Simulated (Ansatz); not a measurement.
CH3ISi, singlet, at a GFN2-xTB geometry (all electrons, no relativity); SC-NEVPT2/STO-3G, CASSCF(6,5) in Ansatz (a first-principles code).

The Ansatz input:
Ansatz 0.2 input:
```yaml
crystal:
  periodic: [false, false, false]
  atoms:
    - {symbol: Si, position_ang: [0.19690555, 1.15390164, 1.28698291]}
    - {symbol: I, position_ang: [-0.14300395, -0.75438176, -0.32833531]}
    - {symbol: C, position_ang: [0.51397396, 2.55123879, 0.01951332]}
    - {symbol: H, position_ang: [0.69245101, 3.50452425, 0.51464366]}
    - {symbol: H, position_ang: [-0.33812372, 2.68151631, -0.64781739]}
    - {symbol: H, position_ang: [1.38436042, 2.33413717, -0.59989549]}
basis:
  gaussian:
    orbitals: STO-3G
magnetization: {spin_polarized: false}
correlation: {method: sc_nevpt2, electrons: all, active_space: {window: {electrons: 6, orbitals: 5}}}
```

The log (banner, timings and long lists left out):

```
Functional definition: HF
490 factors; integrals over basis functions are off by at most 2.7e-5 eV
mean field evaluation 1: about -195253.0509 eV, gradient 1.2e1 eV
mean field evaluation 2: about -195253.0845 eV, gradient 1.2e1 eV
mean field evaluation 4: about -195254.1411 eV, gradient 7.5e-1 eV
mean field evaluation 8: about -195254.1473 eV, gradient 6.0e-7 eV
mean field -195254.14728033 eV, -7175.4575645375 hartree, gradient 7.7e-6 eV, S^2 0.000000; 0 other end points of the search recorded, 0 dependent functions left out
reference -195254.14728033 eV, -7175.4575645375 hartree; 38, 38 occupied and 6, 6 virtual orbitals, 490 factors
state -195255.09991927 eV, -7175.4925733731 hartree
state -195255.09991927 eV, -7175.4925733731 hartree; corrected -195256.71395367 eV, -7175.5518880430 hartree
state -195254.95748324 eV, -7175.4873389454 hartree
state -195254.95748324 eV, -7175.4873389454 hartree; corrected -195256.71705665 eV, -7175.5520020755 hartree
state -195254.95748324 eV, -7175.4873389454 hartree; corrected -195256.71705665 eV, -7175.5520020755 hartree
state -195254.94933864 eV, -7175.4870396368 hartree
state -195254.94933864 eV, -7175.4870396368 hartree; corrected -195256.82162093 eV, -7175.5558447419 hartree
state -195254.94933864 eV, -7175.4870396368 hartree; corrected -195256.82162093 eV, -7175.5558447419 hartree
the orbitals are reached from a further start. From the first start the search ends at -195254.95744287 eV, -7175.4873374619 hartree
WARN: the results are in doubt because another end's mean lies 0.151 eV lower, and its corrected mean 0.108 eV higher
Total energy: -195256.82162093 eV, -7175.5558447419 hartree
In doubt: another end's mean lies 0.151 eV lower, and its corrected mean 0.108 eV higher
```
